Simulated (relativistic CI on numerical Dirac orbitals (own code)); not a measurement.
d3 in a ligand field

Computed with a parametric ligand-field model of a d^n configuration (Racah B and C, spin-orbit zeta, crystal field), exact diagonalisation.

Field parameters in Wybourne normalisation: Td as Oh with Dq negative (B⁴₀ = 21Dq, B⁴₄ = √(5/14) B⁴₀). The field is a parameter set, without covalency.

Q: Ground term and bands for B = 490, C = 1910, ζ = 0 cm⁻¹, Td, 10Dq = -6660 cm⁻¹?

A: Ground term 4T1 with 1.94 electrons in the two orbitals of the cubic e set. Spin-allowed: 4T2 5922 cm⁻¹ (1689 nm), 4T1 12535 cm⁻¹ (798 nm), 4A2 12582 cm⁻¹ (795 nm). Lowest spin-forbidden: 2E 2633 cm⁻¹, 2T1 8257 cm⁻¹ (1211 nm), 2T2 8510 cm⁻¹ (1175 nm).

Q: Ground term and bands for B = 490, C = 1910, ζ = 0 cm⁻¹, Td, 10Dq = -490 cm⁻¹?

A: Ground term 4T1 with 1.82 electrons in the two orbitals of the cubic e set. Spin-allowed: 4T2 397 cm⁻¹, 4A2 887 cm⁻¹, 4T1 7654 cm⁻¹ (1306 nm). Lowest spin-forbidden: 2E 7841 cm⁻¹ (1275 nm), 2T2 7878 cm⁻¹ (1269 nm), 2T1 7975 cm⁻¹ (1254 nm).

Q: Ground term and bands for B = 490, C = 1910, ζ = 0 cm⁻¹, Td, 10Dq = -5340 cm⁻¹?

A: Ground term 4T1 with 1.93 electrons in the two orbitals of the cubic e set. Spin-allowed: 4T2 4688 cm⁻¹ (2133 nm), 4A2 10028 cm⁻¹ (997 nm), 4T1 11386 cm⁻¹ (878 nm). Lowest spin-forbidden: 2E 3918 cm⁻¹ (2552 nm), 2T1 8302 cm⁻¹ (1205 nm), 2T2 8499 cm⁻¹ (1177 nm).

Q: Ground term and bands for B = 490, C = 1910, ζ = 0 cm⁻¹, Td, 10Dq = -3140 cm⁻¹?

A: Ground term 4T1 with 1.89 electrons in the two orbitals of the cubic e set. Spin-allowed: 4T2 2680 cm⁻¹, 4A2 5820 cm⁻¹ (1718 nm), 4T1 9570 cm⁻¹ (1045 nm). Lowest spin-forbidden: 2E 6012 cm⁻¹ (1663 nm), 2T1 8355 cm⁻¹ (1197 nm), 2T2 8404 cm⁻¹ (1190 nm).

Q: Ground term and bands for B = 490, C = 1910, ζ = 0 cm⁻¹, Td, 10Dq = -10190 cm⁻¹?

A: Ground term 2E with 2.95 electrons in the two orbitals of the cubic e set. Spin-allowed: 2T1 8992 cm⁻¹ (1112 nm), 2T2 9335 cm⁻¹ (1071 nm), 2T1 12054 cm⁻¹ (830 nm), 2T2 17423 cm⁻¹ (574 nm). Lowest spin-forbidden: 4T1 840 cm⁻¹, 4T2 10130 cm⁻¹ (987 nm), 4T1 16580 cm⁻¹ (603 nm).
